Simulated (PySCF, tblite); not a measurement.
Task: Give a GFN2-xTB geometry of `CP(CC#N)C(F)(F)F`.

Result: 
```xyz
14
C4H5F3NP angstrom
C     -1.643    0.049   -0.385
P     -0.493    0.130    1.050
C      0.718   -1.248    0.655
C      0.909   -1.483   -0.747
N      1.031   -1.677   -1.866
C      0.577    1.533    0.364
F      0.948    1.401   -0.916
F      1.704    1.659    1.082
F     -0.086    2.695    0.456
H     -1.109   -0.034   -1.332
H     -2.258    0.949   -0.380
H     -2.296   -0.813   -0.255
H      1.673   -1.003    1.132
H      0.325   -2.159    1.119
```

Any rigid rotation of these coordinates is as good. Atoms count from 1 in this order. The C–P distances run from 1.841 Å (C1–P2, drawn single) to 1.893 Å (P2–C6, drawn single), a spread of 0.052 Å. All 3 C–F bonds measure 1.339 to 1.342 Å. Of the pairs four or more bonds apart, C4···H10 is among the closest relative to their van der Waals radii: 2.55 Å, 88 % of the sum of Bondi's values. P2 (phosphine phosphorus) is pyramidal (angles 101.9°, 95.9° and 95.9°, sum 293.8°, 0.92 Å off the plane of its three neighbours).

Bonds between heavy atoms (Å): C1–P2 1.841, P2–C3 1.877, C3–C4 1.434, C4≡N5 1.143, P2–C6 1.893, C6–F7 1.339, C6–F8 1.342, C6–F9 1.340.

The geometry is computed with GFN2-xTB (gas phase).

Point group: C1 (no symmetry element, even within 0.4 Å). Its GFN2-xTB frequencies are all real (lowest 28 cm⁻¹). The numbers are those of one conformer (C1–P2–C3–C4 30°). 3 starts were optimised and ended at 0.00, 0.75 and 0.76 kcal/mol (GFN2-xTB); the lowest of these is shown.
